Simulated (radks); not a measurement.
Values are calculated unless marked as measured or tabulated.
Question: Ionisation of the arsenic ion As21+, [Ne] 3s2, to As22+, [Ne] 3s1, under several functionals. Scalar-relativistic Kohn-Sham, spin-unpolarised, spherical densities, point nucleus; a radial shooting solver on a logarithmic mesh with Libxc functionals. The NIST Atomic Spectra Database gives 912 eV (semi-empirical). Rank these functionals by the error of their Delta-SCF ionisation energy: HCTH/407; OLYP; PBEsol.

Answer: From best to worst: OLYP 912.58 eV (+0.9); PBEsol 912.95 eV (+1.2); HCTH/407 913.45 eV (+1.8). Spin polarisation and multiplet splitting are left out, so open shells lie too high by an amount that depends on their filling.

Beside tabulated values, note that spin-unpolarised runs miss the spin-polarisation part of the exchange energy of open shells.
